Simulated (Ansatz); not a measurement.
(LiI)n off (charge -1): r2SCAN-D4/def2-TZVPD single points in Ansatz on relaxed structures, gas phase. Each cluster is the lowest isomer that a short search found in that spin, judged at the geometry's level, and lower ones may exist. Core potentials for I, no spin–orbit coupling. HOMO and LUMO are taken over both spins. Singlets are spin-restricted. The spins of the ions were chosen, not always searched. A dash marks a value that wasn't run or was left out as unsound. The structures are stationary points that may keep the symmetry of their start. Remarks come from the PBE and PBE0 runs and from stability tests at other levels; not every state was tested. A HOMO above zero means that the electron is unbound at that level and held by the basis, or that self-interaction error raises the level; the energy of removing that electron tells which. HOMO above LUMO (over both spins in singlets and doublets, within one spin in higher multiplets; at PBE or PBE0), or a gap under 0.15 eV within one spin, warns that the state may not be the lowest or that an electron is smeared out.

(1) Estimate the order by HOMO (eV), lowest first.
A. Li2I2⁻ (doublet; oxidised ion singlet)
B. Li2I3⁻ (singlet)
C. LiI2⁻ (singlet)

(1) B (-2.81), C (-2.09), A (0.27).

In full:

```csv
species,atoms,state,geometry,HOMO (eV),vertical IE (eV),lowest of the spins relaxed,point group (within 0.1 Å),remarks
LiI2⁻,3,singlet,r2SCAN-D4/def2-TZVPD,-2.09,4.38,"singlet, of singlet/triplet",D∞h,"gap within one spin near zero at PBE or PBE0 (neutral doublet), HOMO above LUMO (neutral doublet), HOMO above zero (triplet), HOMO above zero (quintet)"
Li2I2⁻,4,doublet; oxidised ion singlet,r2SCAN-D4/def2-TZVPD,0.27,1.60,"doublet, of doublet/quartet",Cs,"HOMO above zero at PBE or PBE0, HOMO above zero (quartet)"
Li2I3⁻,5,singlet,r2SCAN-D4/def2-SVPD,-2.81,–,–,C2v,–
```
